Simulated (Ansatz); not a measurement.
```yaml
crystal:
  periodic: [false, false, false]
  atoms:
    - {symbol: Cl, position_ang: [-2.265633, -0.519496, -0.687224]}
    - {symbol: Hf, position_ang: [0.031033, -0.392730, -0.364205]}
    - {symbol: Cl, position_ang: [0.940043, 0.960989, -2.018234]}
    - {symbol: Cl, position_ang: [1.012393, -2.490128, -0.334952]}
    - {symbol: Se, position_ang: [0.512148, 0.623334, 1.925078]}
    - {symbol: H, position_ang: [-0.229983, 1.818042, 1.479526]}
basis:
  gaussian: {orbitals: def2-mTZVPP}
magnetization: {spin_polarized: true, initial_magnetization: 0}
hamiltonian: {xc: {name: HF}}
correlation: {method: mp2, frozen_orbitals: {Cl: 0}}
```

```sh
$ ansatz run in.yaml --threads 4 --pin off --events-out ev --progress --plain --max-ram 10444MiB
```

Output, abridged:

```
Functional definition: HF
Error: "frozen_orbitals" has no count for Hf
```

**Question.** Something in this input is off. What?

**Answer.** Frozen orbitals are typed for one element alone, and the program wants a count for each. The program refused the input.
